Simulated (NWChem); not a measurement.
System: GeCl₃, doublet; SMILES [Cl][Ge]([Cl])[Cl]

Parts of the log:

```
             Northwest Computational Chemistry Package (NWChem) 7.3.0
             --------------------------------------------------------

 C3  symmetry detected

                             Geometry "geometry" -> ""
                             -------------------------

 Output coordinates in angstroms (scale by  1.889725989 to convert to a.u.)

  No.       Tag          Charge          X              Y              Z
 ---- ---------------- ---------- -------------- -------------- --------------
    1 Cl                  17.0000    -0.55731396    -1.93374120    -0.33310635
    2 Ge                  32.0000     0.00000000    -0.00000000     0.53088825
    3 Cl                  17.0000    -1.39601203     1.44951864    -0.33310635
    4 Cl                  17.0000     1.95332598     0.48422256    -0.33310635

 Effective nuclear repulsion energy (a.u.)     525.9556382113

      Symmetry information
      --------------------

 Group name             C3
 Group number              5
 Group order               3
 No. of unique centers     2

                                Z-matrix (autoz)
                                --------

 Units are Angstrom for bonds and degrees for angles

      Type          Name      I     J     K     L     M      Value
      ----------- --------  ----- ----- ----- ----- ----- ----------
    1 Stretch                  1     2                       2.19008
    2 Stretch                  2     3                       2.19008
    3 Stretch                  2     4                       2.19008
    4 Bend                     1     2     3               105.45906
    5 Bend                     1     2     4               105.45906
    6 Bend                     3     2     4               105.45906
    7 Torsion                  1     2     3     4        -111.31032
    8 Torsion                  1     2     4     3         111.31032
    9 Torsion                  3     2     1     4         111.31032
   10 Torsion                  1     4     2     3        -111.31032
   11 Torsion                  3     1     2     4        -111.31032
   12 Torsion                  1     3     2     4         111.31032

  pbe96 is a nonlocal functional; adding pw91lda local functional.

                           NWChem Geometry Optimization
                           ----------------------------

 maximum gradient threshold         (gmax) =   0.000450
 rms gradient threshold             (grms) =   0.000300
 maximum cartesian step threshold   (xmax) =   0.001800
 rms cartesian step threshold       (xrms) =   0.001200
 fixed trust radius                (trust) =   0.300000
 source of zmatrix                         =   autoz

          -------------------
          Energy Minimization
          -------------------

 Using diagonal initial Hessian
 Scaling for Hessian diagonals: bonds = 1.00  angles = 0.25  torsions = 0.10

          --------
          Step   0

                                 NWChem DFT Module
                                 -----------------

 Summary of "ao basis" -> "ao basis" (spherical)
 ------------------------------------------------------------------------------
       Tag                 Description            Shells   Functions and Types
 ---------------- ------------------------------  ------  ---------------------
 Cl                         def2-svp                 8       18   4s3p1d
 Ge                         def2-svp                12       32   5s4p3d

      Symmetry analysis of basis
      --------------------------

        a          30
        e+         28
        e-         28

  Rotation of axis

            General Information
            -------------------
          SCF calculation type: DFT
          Wavefunction type:  spin polarized.
          No. of atoms     :     4
          No. of electrons :    83
           Alpha electrons :    42
            Beta electrons :    41
          Charge           :     0
          Spin multiplicity:     2
          Use of symmetry is: on ; symmetry adaption is: on
          Maximum number of iterations: 150
          AO basis - number of functions:    86
                     number of shells:    36
          Convergence on energy requested:  1.00D-06
          Convergence on density requested:  1.00D-05
          Convergence on gradient requested:  5.00D-04

              XC Information
              --------------
          PerdewBurkeErnzerhof Exchange Functional  1.000
            Perdew 1991 LDA Correlation Functional  1.000 local
           PerdewBurkeErnz. Correlation Functional  1.000 non-local

             Grid Information
             ----------------
          Grid used for XC integration:  medium
          Radial quadrature: Mura-Knowles
          Angular quadrature: Lebedev.
          Tag              B.-S. Rad. Rad. Pts. Rad. Cut. Ang. Pts.
          ---              ---------- --------- --------- ---------
          Cl                  1.00       88           9.0       590
          Ge                  1.25      112           7.0       590
          Grid pruning is: on
          Number of quadrature shells:   200
          Spatial weights used:  Erf1

           DFT-D3BJ Model
          s6 scale factor  :        1.000000000000
          s8 scale factor  :        0.787500000000
          a1 parameter     :        0.428900000000
          a2 parameter     :        4.440700000000
              vdW contrib  :       -0.005318443159

      Superposition of Atomic Density Guess
      -------------------------------------

 Sum of atomic energies:       -3453.01404796

      Non-variational initial energy
      ------------------------------

 Total energy =   -3453.465569
 1-e energy   =   -5850.399123
 2-e energy   =    1870.977916
 HOMO         =      -0.203100
 LUMO         =       0.083461

   Symmetry analysis of molecular orbitals - initial alpha
   -------------------------------------------------------

  Numbering of irreducible representations:

     1 a           2 e+          3 e-

  Orbital symmetries:

     1 a           2 a           3 e+          4 e+          5 a
     6 e+          7 e+          8 a           9 a          10 e+
    11 e+         12 a          13 e+         14 e+         15 a
    16 e+         17 e+         18 a          19 e+         20 e+
    21 a          22 e+         23 e+         24 a          25 e+
    26 e+         27 e+         28 e+         29 a          30 a
    31 e+         32 e+         33 a          34 e+         35 e+
    36 a          37 e+         38 e+         39 e+         40 e+
    41 a          42 a          43 a          44 e+         45 e+
    46 a          47 e+         48 e+         49 a          50 e+
    51 e+         52 a

   Symmetry analysis of molecular orbitals - initial beta
   ------------------------------------------------------

  Numbering of irreducible representations:

     1 a           2 e+          3 e-

  Orbital symmetries:

     1 a           2 a           3 e+          4 e+          5 a
     6 e+          7 e+          8 a           9 a          10 e+
    11 e+         12 a          13 e+         14 e+         15 a
    16 e+         17 e+         18 a          19 e+         20 e+
    21 a          22 e+         23 e+         24 a          25 e+
    26 e+         27 e+         28 e+         29 a          30 a
    31 e+         32 e+         33 a          34 e+         35 e+
    36 a          37 e+         38 e+         39 e+         40 e+
    41 a          42 a          43 a          44 e+         45 e+
    46 a          47 e+         48 e+         49 a          50 e+
    51 e+         52 a

[...]

      ----------------------
      Optimization converged
      ----------------------

  Step       Energy      Delta E   Gmax     Grms     Xrms     Xmax
  ---- ---------------- -------- -------- -------- -------- --------
@    3   -3456.13555251  1.9D-08  0.00009  0.00004  0.00021  0.00040
                                     ok       ok       ok       ok

                                Z-matrix (autoz)
                                --------

 Units are Angstrom for bonds and degrees for angles

      Type          Name      I     J     K     L     M      Value     Gradient
      ----------- --------  ----- ----- ----- ----- ----- ---------- ----------
    1 Stretch                  1     2                       2.19116    0.00009
    2 Stretch                  2     3                       2.19116    0.00009
    3 Stretch                  2     4                       2.19116    0.00009
    4 Bend                     1     2     3               108.48709    0.00000
    5 Bend                     1     2     4               108.48709    0.00000
    6 Bend                     3     2     4               108.48709    0.00000
    7 Torsion                  1     2     3     4        -117.66648   -0.00000
    8 Torsion                  1     2     4     3         117.66648    0.00000
    9 Torsion                  3     2     1     4         117.66648    0.00000
   10 Torsion                  1     4     2     3        -117.66648   -0.00000
   11 Torsion                  3     1     2     4        -117.66648   -0.00000
   12 Torsion                  1     3     2     4         117.66648    0.00000

                         Geometry "geometry" -> "geometry"
                         ---------------------------------

 Output coordinates in angstroms (scale by  1.889725989 to convert to a.u.)

  No.       Tag          Charge          X              Y              Z
 ---- ---------------- ---------- -------------- -------------- --------------
    1 Cl                  17.0000    -0.56860667    -1.97292411    -0.30839525
    2 Ge                  32.0000     0.00000000     0.00000000     0.45675496
    3 Cl                  17.0000    -1.42429907     1.47888987    -0.30839525
    4 Cl                  17.0000     1.99290573     0.49403424    -0.30839525

 Effective nuclear repulsion energy (a.u.)     523.1461303429

      Symmetry information
      --------------------

 Group name             C3
 Group number              5
 Group order               3
 No. of unique centers     2

                Final and change from initial internal coordinates
                --------------------------------------------------

                                Z-matrix (autoz)
                                --------

 Units are Angstrom for bonds and degrees for angles

      Type          Name      I     J     K     L     M      Value       Change
      ----------- --------  ----- ----- ----- ----- ----- ---------- ----------
    1 Stretch                  1     2                       2.19116    0.00109
    2 Stretch                  2     3                       2.19116    0.00109
    3 Stretch                  2     4                       2.19116    0.00109
    4 Bend                     1     2     3               108.48709    3.02803
    5 Bend                     1     2     4               108.48709    3.02803
    6 Bend                     3     2     4               108.48709    3.02803
    7 Torsion                  1     2     3     4        -117.66648   -6.35616
    8 Torsion                  1     2     4     3         117.66648    6.35616
    9 Torsion                  3     2     1     4         117.66648    6.35616
   10 Torsion                  1     4     2     3        -117.66648   -6.35616
   11 Torsion                  3     1     2     4        -117.66648   -6.35616
   12 Torsion                  1     3     2     4         117.66648    6.35616

 ==============================================================================
                                internuclear distances
 ------------------------------------------------------------------------------
       center one      |      center two      | atomic units |  angstroms
 ------------------------------------------------------------------------------
    2 Ge               |   1 Cl               |     4.14070  |     2.19116
    3 Cl               |   2 Ge               |     4.14070  |     2.19116
    4 Cl               |   2 Ge               |     4.14070  |     2.19116
 ------------------------------------------------------------------------------
                         number of included internuclear distances:          3
 ==============================================================================

[...]

 Rotational Constants
 --------------------
 A=   0.068384 cm-1  (  0.098387 K)
 B=   0.068384 cm-1  (  0.098387 K)
 C=   0.038117 cm-1  (  0.054841 K)

 Temperature                      =   298.15K
 frequency scaling parameter      =   1.0000

 Zero-Point correction to Energy  =    2.221 kcal/mol  (  0.003539 au)
 Thermal correction to Energy     =    5.880 kcal/mol  (  0.009371 au)
 Thermal correction to Enthalpy   =    6.472 kcal/mol  (  0.010314 au)

 Total Entropy                    =   79.714 cal/mol-K
   - Translational                =   41.432 cal/mol-K (mol. weight = 178.8285)
   - Rotational                   =   26.399 cal/mol-K (symmetry #  =        3)
   - Vibrational                  =   11.883 cal/mol-K

 Cv (constant volume heat capacity) =   16.209 cal/mol-K
   - Translational                  =    2.979 cal/mol-K
   - Rotational                     =    2.979 cal/mol-K
   - Vibrational                    =   10.250 cal/mol-K

[normal modes left out]

 ----------------------------------------------------------------------------
 Normal Eigenvalue ||           Projected Infra Red Intensities
  Mode   [cm**-1]  || [atomic units] [(debye/angs)**2] [(KM/mol)] [arbitrary]
 ------ ---------- || -------------- ----------------- ---------- -----------
    1       -0.000 ||    0.000158           0.004         0.154       0.115
    2       -0.000 ||    0.000137           0.003         0.134       0.100
    3        0.000 ||    0.000000           0.000         0.000       0.000
    4        0.000 ||    0.000118           0.003         0.115       0.087
    5        0.000 ||    0.000005           0.000         0.005       0.004
    6        0.000 ||    0.000001           0.000         0.001       0.000
    7      121.009 ||    0.001400           0.032         1.365       1.024
    8      121.011 ||    0.001400           0.032         1.365       1.024
    9      149.171 ||    0.003653           0.084         3.561       2.672
   10      358.652 ||    0.008931           0.206         8.706       6.532
   11      402.243 ||    0.074126           1.710        72.261      54.218
   12      402.244 ||    0.074131           1.710        72.267      54.223
 ----------------------------------------------------------------------------
```

Level: PBE-D3(BJ)/def2-SVP, spin-unrestricted. In the optimisation the excess spin sits in a (C3, its own frame).

Question: Reconstruct the input file.

Answer: One answer among several that fit: the input that was run:
```
start job
memory heap 200 mb stack 900 mb global 1100 mb
geometry units angstroms
  Cl    -1.484715    -1.361160    -0.340224
  Ge    -0.001484     0.005539     0.513343
  Cl    -0.431657     1.961474    -0.373068
  Cl     1.919418    -0.611670    -0.338501
end
basis spherical
  * library def2-svp
end
dft
  odft
  mult 2
  xc xpbe96 cpbe96
  disp vdw 4
  iterations 150
end
driver
  maxiter 120
end
task dft optimize
task dft freq
```
